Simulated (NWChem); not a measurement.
A calculation on BrSi (+1)

```xyz
2

Si     0.0000     0.0000     1.5138
Br     0.0000     0.0000    -0.6055
```
Charge +1, spin multiplicity 1.

The numbers come from NWChem runs, not from measurements. Structure: optimised with PBE0/def2-SVP, a minimum by its harmonic frequencies.

Symmetry labels belong to the abelian group C2v used in the runs, with the axes of the coordinates shown; states degenerate in a higher group split over its labels.

The Hamiltonian is non-relativistic. The spin multiplicity of the parent species was assumed, not shown to be that of its ground state. The structure started from a generated list of species.

Problem. List the lowest 3 singlet excitations that CIS/def2-SVPD gives, with oscillator strengths.

Solution. 
| state | symmetry | energy (eV) | wavelength (nm) | f |
|---|---|---|---|---|
| 1 | b1 | 5.24 | 237 | 0.068 |
| 2 | b2 | 5.24 | 237 | 0.068 |
| 3 | a2 | 5.83 | 213 | 0.000 |
